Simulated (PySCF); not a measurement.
**Electronic absorption of C7H4FNSe**

Compound: C₇H₄FNSe.
Numbering: `[N:1]#[C:2][Se:3][c:4]1[cH:5][cH:6][c:7]([F:8])[cH:9][cH:10]1` (hydrogens: H11 on C5; H12 on C6; H13 on C9; H14 on C10)

Computed, not measured: TDDFT B3LYP/def2-SVPD, vertical, gas phase, core orbitals frozen in the response (PySCF). The structure is a single PBE0-D3(BJ)/def2-SVP conformer in the gas phase; no vibrational or solvent corrections. The B3LYP/def2-SVPD calculation is non-relativistic and has no spin–orbit coupling, an omission that weighs most on selenium. Torsions of this conformer, `[N:1]#[C:2][Se:3][c:4]1[cH:5][cH:6][c:7]([F:8])[cH:9][cH:10]1`: C2–Se3–C4–C5 96°.

**Question.** Predict the UV-vis stick spectrum at this level.

**Answer.** 

| state | E (eV) | λ (nm) | ν̃ (cm⁻¹) | f | main configurations (H = HOMO, L = LUMO) |
| --- | --- | --- | --- | --- | --- |
| S1 | 4.62 | 268.1 | 37300 | 0.0009 | H→L (70%), H→L+2 (28%) |
| S2 | 4.88 | 254.2 | 39330 | 0.0019 | H→L+2 (68%), H→L (26%) |
| S3 | 5.01 | 247.5 | 40410 | 0.0044 | H→L+1 (94%) |
| S4 | 5.26 | 235.9 | 42390 | 0.0014 | H-1→L+1 (57%), H-2→L (37%) |
| S5 | 5.57 | 222.7 | 44910 | 0.035 | H-1→L+2 (64%), H-1→L (32%) |
| S6 | 5.82 | 213.1 | 46930 | 0.070 | H-1→L (45%), H-1→L+2 (31%), H-2→L+1 (19%) |

The lowest singlet comes at 268 nm (446 kJ/mol) in the ultraviolet; it is very weak; its leading configuration is HOMO→LUMO (70%). The most intense listed level is S6 at 5.82 eV (213 nm, f = 0.070), 1.19 eV above S1. It is the last of those listed, so stronger ones may follow. Löwdin shares by element: HOMO selenium 58%, carbon 21% or more, nitrogen 15%; LUMO carbon 47% or more, selenium 16% (atoms not listed hold the other 37%). Orbital energies (eV): HOMO-3 -9.26, HOMO-2 -8.14, HOMO-1 -7.79, HOMO -7.30, LUMO -1.61, LUMO+1 -1.50, LUMO+2 -1.25. The listed states span 1.19 eV, and the widest gap between neighbours is 0.31 eV (S4 to S5). The oscillator strengths of these states sum to 0.113; summed over the whole spectrum of an exact calculation they would give the number of electrons, 96 (Thomas–Reiche–Kuhn). The window holds the lowest 6 singlets.
